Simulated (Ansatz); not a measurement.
Reaction (atomization): `C[O][Cd][F]` → C• + Cd (atom) + F• + 3 H• + O•

Program: Ansatz. Geometries: PBE0-D4/def2-TZVP. ΔE: electronic, gas phase. CCSD(T)/CBS adds triple-zeta CCSD(T) − MP2 to the extrapolated MP2 energy (def2 sets, frozen cores). This one scheme is used for every species, atoms too. Functionals use def2-TZVPP. Open shells (•) are unrestricted, without spin–orbit coupling. Spin–orbit coupling would lower the free atoms: a little for C, F, O. Elements past krypton have def2 core potentials. Bonds to Cd are less sure, by a few kJ/mol each and by 10 to 20 or more in all where they break to atoms, as the def2 sets lack core-valence functions. One conformer a species, not always the lowest.

`C[O][Cd][F]`:

```xyz
7

C    -0.355    0.265   -1.029
O     0.747   -0.258   -0.336
Cd    0.731   -0.483    1.605
F     0.847   -0.757    3.511
H    -1.262   -0.347   -0.925
H    -0.607    1.292   -0.731
H    -0.100    0.288   -2.095
```

What is ΔE at CCSD(T)/CBS? (An estimate is asked.)

Computed: +22.78 eV.

What do these levels give: LDA (SPW92), BLYP-D4, r2SCAN-D4, B2PLYP, PBE, r2SCAN, r2SCANh, MP2/def2-SVP, CCSD(T)/def2-SVP, CCSD/def2-TZVPP, HF/CBS(def2), CCSD/CBS(def2)? (Estimate.)

Ansatz gave: LDA (SPW92) 26.75, BLYP-D4 22.72, r2SCAN-D4 22.90, B2PLYP 22.35, PBE 23.25, r2SCAN 22.87, r2SCANh 22.57, MP2/def2-SVP 21.83, CCSD(T)/def2-SVP 21.30, CCSD/def2-TZVPP 21.56, HF/CBS(def2) 15.55, CCSD/CBS(def2) 22.36 eV.

Largest T1 diagnostic among the species: 0.018.

From r2SCAN to r2SCAN0 (25 % exact exchange), in def2-TZVPP and without D4, ΔE moves by −0.73 eV: exact exchange takes away binding that semilocal exchange gives to molecules. At CCSD(T), def2-SVP lies −1.48 eV from the extrapolated value and def2-TZVPP −0.80 eV: correlation converges slowly with the basis, and small sets miss more of it in the bonded molecule than in its fragments.

For atomizations the MP2-based limit and the directly extrapolated one differ by several kJ/mol either way, and by 10 to 25 for some Ge, Se and Sn compounds, so smaller differences from it don't rank the levels.
